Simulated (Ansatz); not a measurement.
Reaction (formal exchange of groups at a Te–C bond): `[SiH3]C(Cl)[TeH]` + `O=CC(O)F` → `O=CC(F)[TeH]` + `OC([SiH3])Cl`

Program: Ansatz. Geometries: PBE0-D4/def2-TZVP. ΔE: electronic, gas phase. CCSD(T)/CBS is the MP2 limit (def2-TZVPP, def2-QZVPP) plus CCSD(T) − MP2 in def2-TZVPP, frozen cores. Functionals use def2-TZVPP. Elements past krypton have def2 core potentials. For Te outer-core shells are correlated without core-valence functions, which leaves a few kJ/mol of doubt a bond. One conformer a species, not always the lowest.

CCSD(T)/CBS gives +45.3 kJ/mol.

(1) Another level gave +30.6 kJ/mol. Which?
A. ωB97X-V/def2-TZVPP
B. PBE-D4/def2-TZVPP
C. MP2/def2-TZVPP
D. PBE0/def2-TZVPP

Largest T1 diagnostic among the species: 0.014.

Results:

(1) B. PBE-D4 30.6, ωB97X-V 42.1, PBE0 35.8, MP2/def2-TZVPP 48.9 kJ/mol.

From PBE to PBE0 (25 % exact exchange), in def2-TZVPP and without D4, ΔE moves by +7.5 kJ/mol. The D4 term adds +3.7 kJ/mol with B3LYP and +1.9 kJ/mol with PBE0; it sums over pairs of atoms, weighted by their polarisabilities, and B3LYP, whose exchange is more repulsive, gets the larger term.

B3LYP here is the variant with VWN-RPA as its local correlation; programs differ in this.
